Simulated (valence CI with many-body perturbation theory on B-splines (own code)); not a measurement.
The numbers below are computed, except where a source is named.
**Energy levels of Br²⁰⁺**

Level of theory: relativistic CI+MBPT: five valence electrons over a frozen Dirac-Fock core [Ne], radial functions for each j: 11 s, 11 p, 10 d, 8 f, 5 g, 2 h, with the one-electron correlation potential Σ1, the two-electron term Σ2, the three-electron term Σ3, Breit, model QED; selected CI, second order for the rest, scaled by the run's own slope (own B-spline code, finite nucleus).

No measured levels were compared; by estimate levels of excited configurations hold to 0.05 to 0.15 % of their energy, terms of the ground configuration to about 0.5 %. Among the levels kept, up to 3400 cm⁻¹ of a level comes from second order outside the variational space, and about a tenth of that is noise between levels of different J, which matters for small intervals.

Levels 91 to 135 of 171, with energies above the lowest level, 3s2 3p3 4S°_3/2. "Leading %" is the weight of the configuration and term that name the level; weights of strongly mixed levels are sums over their largest components and can fall short, so below about 35 % the name and the second component can differ from the true leading terms, or belong to a minority configuration. In the jj column 3d3/2^4 stands for four electrons in 3d with j = 3/2.

| No. | Configuration | Term | J | E (eV) | Leading % | g | Leading jj | Second component |
| --- | --- | --- | --- | --- | --- | --- | --- | --- |
| 91 | 3s 3p3 3d | 4D° | 1/2 | 175.83 | 25 | 0.625 | 3s 3p3/2^3 3d3/2 (27 %) | 22 % 3s 3p3 3d 2P° |
| 92 | 3s 3p3 3d | 2F° | 5/2 | 177.02 | 72 | 0.911 | 3s 3p1/2 3p3/2^2 3d5/2 (54 %) | 8 % 3s2 3p 3d2 2F° |
| 93 | 3s 3p3 3d | 2G° | 9/2 | 178.72 | 62 | 1.140 | 3s 3p1/2 3p3/2^2 3d5/2 (43 %) | 17 % 3s2 3p 3d2 2G° |
| 94 | 3s 3p3 3d | 4D° | 7/2 | 178.86 | 30 | 1.200 | 3s 3p1/2 3p3/2^2 3d5/2 (26 %) | 25 % 3s 3p3 3d 2F° |
| 95 | 3s2 3p 3d2 | 4G° | 5/2 | 179.92 | 42 | 0.843 | 3s^2 3p1/2 3d3/2^2 (35 %) | 9 % 3s 3p3 3d 4D° |
| 96 | 3s 3p3 3d | 4D° | 3/2 | 180.79 | 59 | 1.074 | 3s 3p1/2 3p3/2^2 3d3/2 (49 %) | 12 % 3s 3p3 3d 2D° |
| 97 | 3s 3p3 3d | 4D° | 5/2 | 180.88 | 51 | 1.150 | 3s 3p1/2 3p3/2^2 3d3/2 (36 %) | 15 % 3s2 3p 3d2 4G° |
| 98 | 3s 3p3 3d | 2P° | 1/2 | 181.13 | 43 | 0.457 | 3s 3p1/2 3p3/2^2 3d5/2 (34 %) | 28 % 3s 3p3 3d 4D° |
| 99 | 3s 3p3 3d | 4D° | 7/2 | 182.14 | 32 | 1.210 | 3s 3p1/2 3p3/2^2 3d5/2 (31 %) | 22 % 3s 3p3 3d 2F° |
| 100 | 3s 3p3 3d | 2D° | 3/2 | 182.56 | 35 | 0.964 | 3s 3p1/2 3p3/2^2 3d5/2 (41 %) | 17 % 3s 3p3 3d 4D° |
| 101 | 3s 3p3 3d | 4D° | 1/2 | 183.25 | 49 | 0.414 | 3s 3p1/2 3p3/2^2 3d3/2 (40 %) | 30 % 3s 3p3 3d 2P° |
| 102 | 3s2 3p 3d2 | 4G° | 7/2 | 184.15 | 55 | 1.061 | 3s^2 3p1/2 3d3/2 3d5/2 (39 %) | 13 % 3s 3p3 3d 2F° |
| 103 | 3s 3p3 3d | 2F° | 5/2 | 185.04 | 31 | 0.830 | 3s 3p1/2 3p3/2^2 3d5/2 (26 %) | 27 % 3s2 3p 3d2 4G° |
| 104 | 3s 3p3 3d | 2D° | 5/2 | 185.30 | 53 | 1.147 | 3s 3p3/2^3 3d3/2 (23 %) | 9 % 3s2 3p 3d2 2D° |
| 105 | 3s 3p3 3d | 2D° | 3/2 | 186.66 | 30 | 0.930 | 3s^2 3p1/2 3d3/2 3d5/2 (25 %) | 15 % 3s2 3p 3d2 2D° |
| 106 | 3s 3p3 3d | 2F° | 7/2 | 186.83 | 45 | 1.137 | 3s 3p1/2 3p3/2^2 3d5/2 (23 %) | 24 % 3s2 3p 3d2 2F° |
| 107 | 3s 3p3 3d | 2S° | 1/2 | 186.95 | 39 | 1.755 | 3s 3p1/2 3p3/2^2 3d3/2 (26 %) | 32 % 3s2 3p 3d2 2S° |
| 108 | 3s2 3p 3d2 | 4G° | 9/2 | 187.05 | 83 | 1.175 | 3s^2 3p3/2 3d3/2 3d5/2 (42 %) | 6 % 3s 3p3 3d 4G° |
| 109 | 3s 3p3 3d | 2P° | 3/2 | 188.69 | 37 | 1.257 | 3s 3p1/2 3p3/2^2 3d5/2 (23 %) | 24 % 3s2 3p 3d2 2P° |
| 110 | 3s 3p3 3d | 2F° | 5/2 | 189.21 | 41 | 1.017 | 3s 3p3/2^3 3d3/2 (26 %) | 11 % 3s 3p3 3d 2D° |
| 111 | 3s 3p3 3d | 2P° | 3/2 | 189.44 | 68 | 1.260 | 3s 3p3/2^3 3d5/2 (32 %) | 9 % 3s 3p3 3d 4D° |
| 112 | 3s 3p3 3d | 2D° | 5/2 | 191.30 | 23 | 1.096 | 3s 3p3/2^3 3d5/2 (28 %) | 22 % 3s 3p3 3d 2F° |
| 113 | 3s2 3p 3d2 | 4G° | 11/2 | 191.76 | 93 | 1.271 | 3s^2 3p3/2 3d5/2^2 (70 %) | 4 % 3s 3p3 3d 4G° |
| 114 | 3s2 3p 3d2 | 4D° | 1/2 | 191.80 | 75 | 0.209 | 3s^2 3p1/2 3d3/2 3d5/2 (40 %) | 5 % 3s 3p3 3d 4D° |
| 115 | 3s2 3p 3d2 | 4D° | 3/2 | 193.25 | 67 | 1.169 | 3s^2 3p1/2 3d3/2 3d5/2 (45 %) | 5 % 3s2 3p 3d2 4P° |
| 116 | 3s 3p3 3d | 2F° | 7/2 | 193.43 | 74 | 1.186 | 3s 3p3/2^3 3d5/2 (50 %) | 14 % 3s 3p3 3d 4D° |
| 117 | 3s2 3p 3d2 | 4D° | 5/2 | 194.61 | 28 | 1.188 | 3s^2 3p1/2 3d3/2 3d5/2 (23 %) | 25 % 3s 3p3 3d 2D° |
| 118 | 3s2 3p 3d2 | 2P° | 1/2 | 194.86 | 27 | 0.917 | 3p1/2 3p3/2^4 (14 %) | 14 % 3p5 2P° |
| 119 | 3s2 3p 3d2 | 4F° | 3/2 | 195.26 | 69 | 0.557 | 3s^2 3p1/2 3d3/2^2 (43 %) | 7 % 3s 3p3 3d 4F° |
| 120 | 3s2 3p 3d2 | 4D° | 7/2 | 195.66 | 40 | 1.303 | 3s^2 3p1/2 3d5/2^2 (39 %) | 32 % 3s2 3p 3d2 4F° |
| 121 | 3s2 3p 3d2 | 2H° | 9/2 | 195.72 | 80 | 0.946 | 3s^2 3p1/2 3d3/2 3d5/2 (69 %) | 6 % 3s2 3p 3d2 2G° |
| 122 | 3s2 3p 3d2 | 2F° | 5/2 | 196.19 | 44 | 0.978 | 3s^2 3p1/2 3d5/2^2 (43 %) | 20 % 3s 3p3 3d 2F° |
| 123 | 3s2 3p 3d2 | 4P° | 1/2 | 196.83 | 57 | 2.168 | 3s^2 3p1/2 3d3/2 3d5/2 (22 %) | 15 % 3s 3p3 3d 2S° |
| 124 | 3s2 3p 3d2 | 4F° | 5/2 | 197.00 | 49 | 1.180 | 3s^2 3p1/2 3d3/2 3d5/2 (37 %) | 25 % 3s2 3p 3d2 4D° |
| 125 | 3s2 3p 3d2 | 4P° | 3/2 | 198.09 | 47 | 1.514 | 3s^2 3p1/2 3d3/2 3d5/2 (34 %) | 16 % 3s 3p3 3d 2P° |
| 126 | 3s 3p3 3d | 2P° | 3/2 | 199.04 | 45 | 1.364 | 3s 3p1/2^2 3p3/2 3d5/2 (20 %) | 24 % 3s2 3p 3d2 4P° |
| 127 | 3s2 3p 3d2 | 4F° | 9/2 | 199.96 | 69 | 1.277 | 3s^2 3p3/2 3d3/2 3d5/2 (49 %) | 6 % 3s2 3p 3d2 2G° |
| 128 | 3s 3p3 3d | 2P° | 1/2 | 200.11 | 64 | 0.630 | 3s 3p1/2 3p3/2^2 3d3/2 (25 %) | 12 % 3s2 3p 3d2 2P° |
| 129 | 3s2 3p 3d2 | 4F° | 7/2 | 200.12 | 31 | 1.168 | 3s^2 3p3/2 3d3/2 3d5/2 (57 %) | 11 % 3s2 3p 3d2 4D° |
| 130 | 3s 3p3 3d | 2D° | 3/2 | 201.11 | 38 | 0.873 | 3s^2 3p1/2 3d5/2^2 (17 %) | 35 % 3s2 3p 3d2 2D° |
| 131 | 3s2 3p 3d2 | 2G° | 7/2 | 201.85 | 46 | 1.005 | 3s^2 3p3/2 3d3/2 3d5/2 (30 %) | 13 % 3s2 3p 3d2 4F° |
| 132 | 3s 3p3 3d | 2D° | 5/2 | 201.94 | 28 | 1.302 | 3s^2 3p3/2 3d3/2 3d5/2 (42 %) | 21 % 3s2 3p 3d2 4P° |
| 133 | 3s2 3p 3d2 | 2F° | 7/2 | 202.24 | 33 | 1.256 | 3s^2 3p3/2 3d5/2^2 (64 %) | 32 % 3s2 3p 3d2 4D° |
| 134 | 3s2 3p 3d2 | 4P° | 5/2 | 203.19 | 46 | 1.395 | 3s^2 3p3/2 3d3/2 3d5/2 (39 %) | 15 % 3s 3p3 3d 2D° |
| 135 | 3s2 3p 3d2 | 2H° | 11/2 | 204.38 | 97 | 1.090 | 3s^2 3p3/2 3d3/2 3d5/2 (74 %) |  |

Names give the largest LS component (configuration and term), which can be under half, so a name can repeat, a term be missing and a line seem to break the LS rules; names also repeat where a configuration has a term twice.

Where two levels of one J and parity lie close, their mixing, g and order are uncertain.
